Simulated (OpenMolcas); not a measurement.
## Co3+: ligand-field states by method

Co3+ with 6 ligands (water) in octahedral coordination (Th) at 1.97 Å. Ligand basis ANO-RCC-VDZP.

- Program: OpenMolcas 26.06
- Basis: ANO-RCC-VDZP [5s4p2d1f]
- Scalar Hamiltonian: DKH2, point nucleus
- Active space: 6 electrons in 5 orbitals (3d)
- State averaging: 2S+1 = 5 even, 5 roots; 2S+1 = 3 even, 45 roots; 2S+1 = 1 even, 50 roots
- Spin-orbit coupling: state interaction with AMFI integrals over the reference wave functions

I. CASSCF
II. SS-CASPT2, IPEA 0.25 Eh, imaginary shift 0.1 Eh (closed shells correlated: 3s 3p and the ligand valence shells)

Spin-free states (labels of O, taken over from Oh, the nearest higher group) in cm-1, each column counted from its own energy of the first state listed:

```csv
State,Degeneracy,I,II
5T2,3,0,0
5E,2,11047,14000
3T1,3,14682,5900
1A1,1,16166,2940
3T2,3,19344,10820
3T1,3,24390,18240
1T1,3,25194,13570
3T2,3,26644,19110
3T1,3,28908,21350
3E,2,28990,22930
1T2,3,33169,22300
3T2,3,33989,26080
3A2,1,35593,29560
1E,2,36680,26910
3E,2,36899,33500
3T1,3,37148,34000
1A1,1,38130,26180
1T2,3,39091,25740
3A1,1,41163,37860
1T1,3,41861,31630
```

From I to II, I's first state of the same spin (5E) moves from 11047 to 14000 cm-1, by about +3000 cm-1.

From I to II, I's first state of another spin (3T1) moves from 14682 to 5900 cm-1, by about -8800 cm-1. In II another state of that kind comes below it.

I: A least-squares ligand-field fit to the states below 45000 cm-1, each weighted by its degeneracy and with a free common offset, gives 10Dq = 11505 cm-1, B = 1222 cm-1 and C = 4615 cm-1 (C/B = 3.78), with an rms deviation of 194 cm-1. The same method and metal basis give the free ion B = 1344 cm-1 (fit to its terms below 60000 cm-1, rms deviation 30 cm-1), so the nephelauxetic ratio is β = 1222 / 1344 = 0.91; it hangs on how both fits weigh the states, and computed free-ion B values tend to be too large, so β mixes covalency with correlation.

χT at 300 K: I 4.16, II 4.12 cm3 K/mol.

Roots that are degenerate in the reference are averaged as groups; the widest CASPT2 spread within a group is 1100 cm-1 (the 3-fold group of multiplicity 1 near 13600 cm-1 above the lowest state of its run, II). Shifts and gaps below about the spread of the groups concerned are not significant. Over all roots computed the reference weight is 0.65 to 0.71 in II; the roots of lowest weight are the least certain, and an intruder state may touch them. An orbital triplet at a regular site is open to Jahn-Teller coupling, which can distort the site and quench the lowest spin-orbit gaps and is left out. This shell can be high or low spin here, a state of another spin lies low, and with metal d orbitals alone active their balance is uncertain, so the ground spin may be wrong. Ligand-to-metal charge-transfer states are missing. With no ligand orbital active B as a rule stays too high, so bands that hang on it stand too high and its fall with covalency is understated. Without dynamic correlation the repulsion within the d shell is too large (B by tens of per cent), so at a given field states of lower spin stand too high (holds for I). With metal d orbitals alone the field can be off either way by tens of per cent (holds for I). A single d shell leaves out the double-shell effect, which counts most for late 3d ions, where the CASPT2 field can be off either way by tens of per cent (holds for II). These CASPT2 states fit no ligand-field parameters well, so their order and spin gaps are uncertain (holds for II). With one d shell and no ligand orbital active, 10Dq can be off by a tenth or more (holds for II). No measured value stands beside these numbers; the geometry was imposed, not optimised, and the real ion may take another.
